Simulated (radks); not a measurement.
Values are calculated unless marked as measured or tabulated.
Problem. The mean radii <r> (bohr) of the occupied orbitals of an atom or ion are listed with their occupations. Code: a radial shooting solver on a logarithmic mesh with Libxc functionals. Model: Dirac Kohn-Sham, PBE, spin-unpolarised, spherical densities, point nucleus.

| orbital | occ. | <r> |
|---|---|---|
| 1s1/2 | 2 | 0.01859 |
| 2s1/2 | 2 | 0.07491 |

Name the element and its charge. Open shells, if any, fill j = l - 1/2 first.

Solution. Z = 73, tantalum, charge +69: Ta69+ in [He] 2s2. The 1s radius gives Z: for a bare nucleus <r> = (2 gamma + 1)/(2Z) with gamma = sqrt(1 - (Z/c)^2), 0.01844 bohr for Z = 73, and screening makes it slightly larger (0.01859 here). The occupations add up to 4, and the charge is Z minus that.
